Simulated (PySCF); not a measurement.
**Radial density of Xe+ (xenon, charge +1)**

M06-2X, [Kr] 4d10 5s2 5p4 6s1, high-spin 4P determinant (an excited configuration). Computed with PySCF 2.14 in aug-cc-pVQZ-PP with ECP28MDF (7s7p5d3f2g, 92 functions), with scalar relativity through the core potential. This is the valence pseudo-density: the core potential removes the inner electrons and smooths the orbitals near the nucleus.

```
r (bohr)  4πr²ρ (e/bohr)  4πr²(ρα − ρβ)
 0.00117       1.783e-05         0.0000
 0.00197       4.966e-05         0.0000
 0.00331       0.0001347         0.0000
 0.00556       0.0003440         0.0000
 0.00935       0.0007946         0.0000
  0.0157        0.001646         0.0000
  0.0265        0.002794         0.0001
  0.0445        0.003833         0.0001
  0.0749        0.006143         0.0001
   0.126         0.03199         0.0004
   0.212          0.3528         0.0035
   0.356           4.917         0.0686
   0.599           26.85         0.2737
    1.01           15.87         0.0765
    1.70           5.039         1.3804
    2.85           1.394         0.5767
    4.80          0.3005         0.2777
    8.07         0.02283         0.0228
```

Energies and moments cover only the electrons outside the core potential. The outer electron is Rydberg-like, and this basis confines it to a smaller radius and binds it less than a complete one would.
